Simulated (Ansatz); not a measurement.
C3H11HfNO3, SMILES `CC[N](C)[Hf]([OH])([OH])[OH]`, relaxed with RKS PBE0-D4/def2-TZVP in the Gaussian-basis code of Ansatz from a GFN2-xTB geometry. The force threshold is 0.005 eV/Å; the program also tests the step.

Total charge 0; spin multiplicity 1. Hf: def2 effective core potential.

Start:

```xyz
19

C     1.651   -0.038   -0.956
C     1.007    1.253   -0.399
N    -0.175    0.993    0.417
C     0.194    0.663    1.795
Hf   -0.994   -0.649   -0.368
O    -1.346   -0.436   -2.202
O    -0.166   -2.195    0.299
O    -2.704   -0.737    0.429
H     0.936   -0.541   -1.626
H     2.554    0.199   -1.519
H     1.917   -0.719   -0.143
H     1.754    1.812    0.185
H     0.698    1.883   -1.244
H     0.659    1.533    2.281
H     0.901   -0.181    1.868
H    -0.715    0.411    2.352
H    -2.245   -0.700   -2.425
H    -0.831   -2.695    0.785
H    -3.095    0.143    0.470
```

**Question.** How much energy does the relaxation release, and in how many steps? (Estimate.)

**Answer.** The calculation gave: 36.24 kcal/mol, in 42 steps, 1 of them rejected.

**Question.** Which bonds change most? (Estimate.)

**Answer.** Ansatz gave: Hf5–O6 from 1.879 to 1.944 Å; Hf5–O7 from 1.876 to 1.938 Å; Hf5–O8 from 1.889 to 1.947 Å.

**Question.** Give the relaxed structure. (An estimate is asked.)

**Answer.** The calculation gave: 
```xyz
19

C     2.086    0.743   -0.973
C     0.746    1.160   -0.385
N     0.128    0.163    0.466
C     0.791   -0.024    1.734
Hf   -1.547   -0.794   -0.183
O    -1.287   -1.146   -2.078
O    -1.739   -2.371    0.926
O    -3.102    0.359    0.026
H     1.970   -0.163   -1.573
H     2.488    1.532   -1.615
H     2.824    0.544   -0.193
H     0.867    2.102    0.175
H     0.064    1.392   -1.213
H     0.841    0.915    2.304
H     1.818   -0.397    1.626
H     0.249   -0.754    2.342
H    -1.602   -1.262   -2.968
H    -2.140   -3.180    1.227
H    -3.455    1.181    0.353
```
